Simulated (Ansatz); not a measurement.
The cluster SnBr₂. Charge 0, multiplicity 3. Geometry B3LYP-D4/def2-TZVP, that of the charge +1 doublet; atoms count from 1.

```xyz
3

Sn   -0.9690    0.8884   -0.5771
Br   -0.0340   -1.5605   -0.5592
Br    1.0030    0.6721    1.1363
```

In the def2 sets Sn takes a core potential; there is no spin–orbit coupling. At PBE0-D4/def2-TZVP a singlet of charge 0 lies 1.77 eV below the triplet at the same geometry. The structure comes from a short search, and lower isomers may exist.

Q: Estimate the Mulliken populations from the PBE0/def2-TZVP orbitals of Ansatz.

A: 
```csv
atom,charge (e),spin (α − β)
Sn1,0.30,0.95
Br2,-0.15,0.52
Br3,-0.15,0.52
```
Mulliken values depend strongly on the basis.

Q: Where does the spin sit?

A: Summed by element: Sn 0.95, Br 1.05, of 2 unpaired in all. Largest on single atoms: Sn1 0.95, Br2 0.52, Br3 0.52.

Q: And the Mayer bond orders between heavy atoms (over 0.3)?

A: Sn1–Br2 0.61 (2.62 Å); Sn1–Br3 0.61 (2.62 Å); Br2–Br3 0.48 (2.99 Å).
